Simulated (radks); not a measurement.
Trend from Mg4+ to Ar4+: ionisation energy by Delta-SCF between NIST ground configurations, and size. All-electron calculation, scalar-relativistic Kohn-Sham, PBE, spin-polarised, spherical densities, finite nucleus; open shells are filled with parallel spins first; Fermi nuclear charge, rms radius of each element as measured or else 0.836 A^(1/3) + 0.57 fm. Program: a radial shooting solver on a logarithmic mesh with Libxc functionals.

species  configuration  IE (eV)  NIST (eV)       kind  -e(HOMO) (eV)
Mg4+      [He] 2s2 2p4   140.90     141.33  semi-emp.    125.04 (2p)
Al4+      [He] 2s2 2p5   154.28     153.83  semi-emp.    136.96 (2p)
Si4+              [Ne]   167.14     166.77       exp.    148.55 (2p)
P4+           [Ne] 3s1   65.663     65.025       exp.    59.547 (3s)
S4+           [Ne] 3s2   72.559     72.595       exp.    65.926 (3s)
Cl4+      [Ne] 3s2 3p1   67.542       67.7  semi-emp.    60.364 (3p)
Ar4+      [Ne] 3s2 3p2   74.880       74.8  semi-emp.    66.937 (3p)

Reference values: NIST Atomic Spectra Database (exp. = measured, semi-emp. = semi-empirical, theory = theoretical value adopted there). Open shells are spherical and high-spin; term and fine-structure splittings are not resolved.
